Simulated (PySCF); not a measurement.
Match the calculated data to a structure.

All candidates are C5H11N3Si.

| technique | computed result |
| --- | --- |
| 1H NMR | chemical shifts (computed TMS as zero) by class: 7.91 (1 H), 7.63 (1 H), 0.54 (9 H) ppm [GIAO PBE0/pcSseg-1] |
| Rotational structure | rotational constants A, B, C: 2.318, 0.990, 0.901 GHz [GFN2-xTB] |
| Dipole | 4.70 D [PBE0/pcSseg-1] |
| NMR, other nuclei | isotropic shieldings of nuclei other than C and H, by class: -143 (1 N), -126 (1 N), -8 (1 N), 334 (1 Si) ppm [GIAO PBE0/pcSseg-1] |
| 13C NMR | chemical shifts (computed TMS as zero) by class: 137.9 (1 C), 132.0 (1 C), 0.5 (3 C) ppm [GIAO PBE0/pcSseg-1] |

Gas-phase values; electronic properties from PySCF, density fitting. Levels stand in brackets. Geometry: GFN2-xTB; no solvent, vibrations or thermal averaging. NMR classes are plain means over equivalent atoms (diastereotopic ones count apart unless rotation or inversion swaps them), as if these changed places fast.

Question: Which candidate is it?
A. `C[Si](C)(C)n1ccnn1`
B. `C[Si](C)(C)n1cncn1`
C. `C[Si](C)(C)c1nnc[nH]1`

Answer: A. It is `C[Si](C)(C)n1ccnn1`. Numbering: `[CH3:1][Si:2]([CH3:3])([CH3:4])[n:5]1[cH:6][cH:7][n:8][n:9]1`. Its formula, C5H11N3Si, gives 3 degrees of unsaturation: 1 ring and 2 π bonds in the structure found (Kekulé form). 5 carbons fall into 3 classes; from least to most shielded: aromatic CH next to a ring nitrogen [C7] (137.9 ppm), aromatic CH next to a ring nitrogen [C6] (132.0 ppm), Si-methyl carbon [C1/C3/C4] (0.5 ppm, 3 C, up to 3.6 ppm apart in this geometry). Hydrogen classes from least to most shielded: 1 H on an aromatic CH next to a ring nitrogen, C7 (7.91 ppm), 1 H on an aromatic CH next to a ring nitrogen, C6 (7.63 ppm), 9 H on 3 Si-methyl carbons, C1/C3/C4 (0.54 ppm, a mean of values up to 1.5 ppm apart in this geometry). The other shieldings belong to: -143 ppm, pyridine-type nitrogen [N9]; -126 ppm, pyridine-type nitrogen [N8]; -8 ppm, pyrrole-type nitrogen [N5]; 334 ppm, four-coordinate silicon [Si2]. The optimised geometry has point group C1 and is an asymmetric top.

The others, at the same levels:
- `C[Si](C)(C)n1cncn1` fails: its computed 13C shifts are 159.1 (1 C), 151.9 (1 C), 0.1 (3 C) ppm and dipole moment is 3.64 D (against 4.70 D).
- `C[Si](C)(C)c1nnc[nH]1` fails: its computed 13C shifts are 155.2 (1 C), 141.6 (1 C), -0.9 (3 C) ppm, 1H shifts are 8.93 (1 H), 8.02 (1 H), 0.37 (9 H) ppm and smallest rotational constant is 0.841 GHz (against 0.901 GHz).

Each candidate is one conformer, not necessarily the lowest. Dipoles, sizes and rotational constants follow the conformer. The torsions of the flexible species, by atom-mapped SMILES:
- `[CH3:1][Si:2]([CH3:3])([CH3:4])[n:5]1[cH:6][cH:7][n:8][n:9]1`: C1–Si2–N5–C6 44°
- `[CH3:1][Si:2]([CH3:3])([CH3:4])[n:5]1[cH:6][n:7][cH:8][n:9]1`: C1–Si2–N5–C6 -16°
- `[CH3:1][Si:2]([CH3:3])([CH3:4])[c:5]1[n:6][n:7][cH:8][nH:9]1`: C1–Si2–C5–N6 61°
